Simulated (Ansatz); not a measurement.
BCl2F⁻. Charge -1, multiplicity 2. Geometry r2SCAN-D4/def2-TZVP, that of the neutral singlet; atoms count from 1.

```
atom   x (Å)   y (Å)   z (Å)
  B1   0.061  -0.042   0.060
 Cl2  -0.008  -0.599  -1.589
 Cl3  -0.951   1.256   0.635
  F4   0.898  -0.616   0.894
```

The highest occupied level of the charge -1 doublet lies above zero (up to 1.70 eV). By energy differences it is unbound by 0.65 eV (vertical, to the charge 0 singlet, at PBE0-D4/def2-TZVPD) and held by the finite basis.

**Question.** Estimate the Mulliken populations from the PBE0/def2-TZVPD orbitals of Ansatz.

**Answer.** 
| atom | charge (e) | spin (α − β) |
| --- | --- | --- |
| B1 | -1.88 | 2.59 |
| Cl2 | 0.60 | -0.84 |
| Cl3 | 0.60 | -0.84 |
| F4 | -0.32 | 0.09 |
Mulliken values and Mayer orders depend strongly on the basis. With diffuse functions, as here, like atoms can get unlike values, and bond orders can come out too low or too high.

**Question.** Where does the spin sit?

**Answer.** Summed by element: B 2.59, Cl -1.67, F 0.09, of 1 unpaired in all. Largest on single atoms: B1 2.59, Cl2 -0.84, Cl3 -0.84.

**Question.** And the Mayer bond orders between bonded heavy atoms (over 0.3)?

**Answer.** B1–F4 1.66 (1.31 Å). Values over 0.3 also appear between atoms too far apart for a bond (Cl2–Cl3 1.42 at 3.05 Å); they arise where an orbital or an unpaired electron spreads over both atoms.
